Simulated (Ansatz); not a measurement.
Ansatz (a first-principles code) input:

Ansatz 0.2 input:
```yaml
crystal:
  periodic: [false, false, false]
  atoms:
    - {symbol: Te, position_ang: [0.58002758, 2.28126715, -1.50968070]}
    - {symbol: Ge, position_ang: [0.26249021, 0.32529583, -0.02655215]}
    - {symbol: Te, position_ang: [-1.28721910, 0.69305666, 2.03731645]}
    - {symbol: Te, position_ang: [-0.53667402, -1.87883426, -1.18874366]}
    - {symbol: Te, position_ang: [2.35616207, -0.47842105, 1.29565146]}
    - {symbol: H, position_ang: [-2.52337076, 1.16136713, 0.99977802]}
    - {symbol: H, position_ang: [-2.01654794, -1.14753359, -1.53271364]}
    - {symbol: H, position_ang: [3.11849632, -0.86136533, -0.16181785]}
basis:
  gaussian:
    orbitals: def2-TZVP
hamiltonian:
  xc: b3lyp
  dispersion: d3bj
total_charge: -1
relax: {f_tol: 0.002, max_steps: 150}
```

Question: Which total energy does the run end on?

Answer: -3151.54665 Eh (B3LYP-D3(BJ)/def2-TZVP). The basis has 266 functions.

It need not be the lowest isomer of its formula. Whether it binds its extra electron was not tested at this geometry.
